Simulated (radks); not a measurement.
Task: These are the eigenvalues of the occupied orbitals of an atom or ion with whole-number occupations (eV). Method: Dirac Kohn-Sham, LB94 model potential, spin-unpolarised, spherical densities, finite nucleus; Fermi nuclear charge, rms radius of each element as measured or else 0.836 A^(1/3) + 0.57 fm; computed with a radial shooting solver on a logarithmic mesh with Libxc functionals.

1s1/2: -22014.44
2s1/2: -4038.254
2p1/2: -3814.240
2p3/2: -3693.361
3s1/2: -1393.007
3p1/2: -1311.509
3p3/2: -1285.552
3d3/2: -1158.429

Which element is it, and in what charge state? The configuration may be excited. Open shells, if any, fill j = l - 1/2 first.

Result: Z = 43, technetium, charge +24: Tc24+ in [Ar] 3d1. The list shows which subshells hold electrons but not how many an open one holds; the 1s level, -809.02 hartree, gives Z - s = 40.2 by -(Z - s)^2/2, which with screening and relativity narrows Z to a few neighbours, and the depths of the outer levels then fix element, charge and occupations together.
